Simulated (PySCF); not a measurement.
Computed shifts of a molecule C3H3Cl2F, HF/pcSseg-1 run with PySCF, GIAO, gas phase, atoms alike by connectivity averaged where their shifts nearly agree, in ppm (number of nuclei): ¹³C: 157.8 (1), 131.4 (1), 20.8 (1). ¹⁹F: -75.1 (1). ¹H: 2.47 (3). References: ¹³C against TMS (σ = 192.6 ppm); ³⁵Cl against HCl (σ = 958.2 ppm); ¹⁹F against CFCl3 (σ = 238.5 ppm); ¹H against TMS (σ = 31.99 ppm), references at their B3LYP-D3(BJ)/def2-TZVP geometries, non-relativistic (without spin–orbit terms, shifts of atoms bonded to Cl or Br come out too high). Coordinates come from a TPSSh-D3(BJ)/def2-SVP optimisation. The values are those of a single conformer.

Identify the compound among the candidates.
A) F[C@@H]1CC1(Cl)Cl
B) CC(F)=C(Cl)Cl
C) C/C(Cl)=C(\F)Cl

C, C/C(Cl)=C(\F)Cl
